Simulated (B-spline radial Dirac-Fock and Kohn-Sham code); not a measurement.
**Mo⁴⁺: eigenvalues, ΔSCF and the reference**

System: Mo⁴⁺ in the configuration 1s2 2s2 2p6 3s2 3p6 3d10 4s2 4p6 4d1 5p1 (an excited configuration).

The density-functional columns are spherical, spin-unpolarised Dirac-Kohn-Sham results without Breit or QED terms: −ε is minus the orbital energy of the initial state and ΔSCF the difference of two total energies. The reference in the last column comes from multi-electron Dirac-Fock with separately optimised hole states, Breit and Lamb-shift corrections added in first order. All numbers are from a radial atomic solver, in eV; a selection of levels is shown. The Kohn-Sham columns are given as differences from the reference. For the 1s level of heavy atoms much of the gap between ΔSCF and the reference is the Breit and QED part, -54.4 eV here; for other levels the error of the functional can be larger.

```csv
level,LDA −ε − DF,LDA ΔSCF − DF,Dirac-Fock
K (1s),-227.7,+47.7,20068.2
L1 (2s),-91.2,-41.3,2942.1
L2 (2p1/2),-67.3,-6.3,2696.2
L3 (2p3/2),-68.7,-10.2,2591.3
M1 (3s),-45.9,-26.5,576.6
M2 (3p1/2),-36.3,-16.7,482.5
M3 (3p3/2),-36.0,-16.8,464.7
M4 (3d3/2),-19.9,+0.3,298.8
M5 (3d5/2),-20.0,0.0,295.6
N1 (4s),-14.0,-4.8,131.1
N2 (4p1/2),-8.1,+0.7,100.1
N3 (4p3/2),-8.1,+0.5,97.37
"N4,5 (4d)",-6.1,+1.1,57.22
"O2,3 (5p)",-2.4,+1.3,34.62
```

Values without a named source are computed, but for edge energies of neutral atoms, which are taken from tables.
